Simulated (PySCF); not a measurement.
Oscillator strengths, rates and cross-sections

Compound: C3H8ClFSi2.
Structure used (GFN2-xTB), in Å, numbered top down from 1:
```
atom  x, y, z in Å
C1    -2.510    0.616   -0.817
C2    -2.267   -0.371    0.031
Si3   -0.569   -0.826    0.722
Cl4   -0.588   -2.863    0.917
Si5    1.193   -0.191   -0.655
C6     2.538    0.626    0.451
F7     1.949    1.592    1.249
H8    -1.724    1.251   -1.191
H9    -3.503    0.841   -1.176
H10   -3.105   -0.974    0.365
H11   -0.491   -0.309    2.095
H12    1.907   -1.258   -1.370
H13    0.830    0.822   -1.655
H14    3.317    1.134   -0.121
H15    3.018   -0.080    1.134
```

Computed, not measured: TDDFT CAM-B3LYP/def2-SVPD, vertical, gas phase, core orbitals frozen in the response (PySCF 2.14.0, density-fitted response routines).

Computed singlets with f of 0.002 or more:

```
state  λ (nm)       f
   S1   198.1   0.023
   S3   182.6   0.015
   S4   178.7   0.197
   S5   173.6   0.030
   S6   170.1   0.176
   S7   166.6  0.0097
   S8   166.0   0.016
```

Turn these into Einstein A coefficients, radiative lifetimes, transition dipoles and integrated cross-sections.

A / s⁻¹ = 0.6670 f (ν̃ / cm⁻¹)² and τ = 1/A in vacuum; |μ| follows from f = (2/3) ΔE |μ|² (atomic units, 1 au = 2.5417 D); ∫σ dE = 109.76 f Mb·eV.

```csv
state,A (s⁻¹),τ,|μ| (D),∫σ dE (Mb·eV)
S1,4.0×10⁷,25 ns,0.99,2.6
S3,2.9×10⁷,34 ns,0.75,1.6
S4,4.1×10⁸,2.4 ns,2.73,22
S5,6.6×10⁷,15 ns,1.05,3.3
S6,4.1×10⁸,2.5 ns,2.52,19
S7,2.3×10⁷,43 ns,0.59,1.1
S8,4.0×10⁷,25 ns,0.76,1.8
```

Only emission to the ground state at the vertical energy is counted.

What is the integrated cross-section of all computed states together?

Σf = 0.467 over S1 to S8, so 109.76 × Σf ≈ 51.3 Mb·eV.

Suppose S1 emitted 0.3 eV lower with the same transition dipole. How would A change?

At fixed |μ|, A goes as the cube of the energy: (5.96/6.26)³ = 0.86, which makes τ about 29 ns.

How much energy does a mole of photons resonant with S4 carry?

6.938 eV × 96.485 = 669 kJ/mol (160 kcal/mol).

One conformer stands for the species.
